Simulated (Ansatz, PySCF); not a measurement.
Isomers of C4H4N2: 1 is c1ncncc1, 2 is c1ccnnc1; one conformer of each (the lowest of an xTB search), B3LYP-D3(BJ)/def2-TZVP minima.
Isomer 1 (charge 0, multiplicity 1):
```xyz
10

C     -1.1180     0.1810     0.0956
C     -0.5926    -1.0994     0.0012
N      0.7166    -1.3221    -0.1113
C      1.4955    -0.2421    -0.1281
N      1.1026     1.0276    -0.0444
C     -0.2099     1.2293     0.0675
H     -2.1815     0.3531     0.1866
H     -1.2354    -1.9733     0.0156
H      2.5625    -0.4148    -0.2191
H     -0.5398     2.2607     0.1363
```
Isomer 2 (charge 0, multiplicity 1, Z-matrix in Å and degrees):
```
C
C 1 1.3775
H 2 1.0819 1 122.22
H 1 1.0819 2 122.22 3 0.00
C 1 1.3922 4 120.88 2 180.00
N 5 1.3297 1 123.58 4 -180.00
N 6 1.3274 5 119.51 1 0.00
C 7 1.3297 6 119.51 5 0.00
H 5 1.0835 6 115.10 7 -180.00
H 8 1.0835 7 115.10 6 -180.00
```

No zero-point or thermal terms.

Rows in 6-311+G** carry no dispersion term and start afresh at each structure.

The values were computed with Ansatz (Gaussian basis) for Hartree–Fock, density functionals and correlated methods; PySCF for 6-311+G** rows, the dispersion terms. Values without a source in brackets are computed.

**Question.** One of these levels gives 87.1 kJ/mol for the electronic energy of isomer 2 less that of isomer 1. Which one is it?
(A) revPBE-D4/def2-TZVPP
(B) B3LYP/6-311+G**
(C) HF/cc-pVDZ

**Answer.** A, revPBE-D4/def2-TZVPP. The others give 114.2 (HF/cc-pVDZ), 96.6 (B3LYP/6-311+G**)

Ansatz is a first-principles code.
